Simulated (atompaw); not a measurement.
**Which change was made? (Si, PAW (atompaw))**

- Element: Si
- Generator: atompaw 4.2.0.5
- Type: PAW
- Functional: LDA (PW92)
- Relativity: non-relativistic
- Frozen core: [Ne]
- Valence charge: 4
- Reference configuration: 3s2 3p2
- Partial waves: 3s (bound): rc 1.75 bohr; 3s channel at 0.05 Ry: rc 1.50 bohr; 3p (bound): rc 1.75 bohr; 3p channel at 0.45 Ry: rc 1.75 bohr
- Local potential: troulliermartins scheme with l = 2 at 1 Ry, radius 1.20 bohr
- Core correction: smooth core density matched at 1.20 bohr
- Augmentation charge: gaussian compensation charge, radius 1.50 bohr; PAW radius 1.75 bohr; waves and projectors: custom polynom vanderbiltortho

Cutoffs, loose and tight: the cutoffs (Ry, on a coarse ladder) from which the occupation-weighted sum of valence levels, in a spherical-Bessel basis at the reference potential, stays within 10 and 1 mRy of its value at 400 Ry. They see the waves, projectors and local potential, not the compensation charge or the core.

The base gives: outcome: generated; cutoff, loose: 35 Ry; cutoff, tight: 35 Ry; bound ghosts: p, s.

(1) After one change the result is: outcome: generated; cutoff, loose: 35 Ry; cutoff, tight: 35 Ry; bound ghosts: p. Which change was it?
A. wave 3p channel at 0.45 Ry: rc 1.75 bohr becomes 3p channel at 0.45 Ry: rc 1.40 bohr
B. reference 3s1 3p3
C. wave 3s channel at 0.05 Ry: rc 1.50 bohr becomes 3s channel at 2.8 Ry: rc 1.50 bohr
D. augmentation gaussian compensation charge, radius 1.50 bohr; PAW radius 1.75 bohr; waves and projectors: custom rrkj vanderbiltortho

Results:

(1) C. The others give: reference 3s1 3p3 → outcome: generated; cutoff, loose: 12 Ry; cutoff, tight: 21 Ry; bound ghosts: s, p | augmentation gaussian compensation charge, radius 1.50 bohr; PAW radius 1.75 bohr; waves and projectors: custom rrkj vanderbiltortho → outcome: generated; cutoff, loose: 10 Ry; cutoff, tight: 15 Ry; bound ghosts: s | wave 3p channel at 0.45 Ry: rc 1.75 bohr becomes 3p channel at 0.45 Ry: rc 1.40 bohr → outcome: generated; cutoff, loose: 15 Ry; cutoff, tight: 21 Ry; bound ghosts: s.
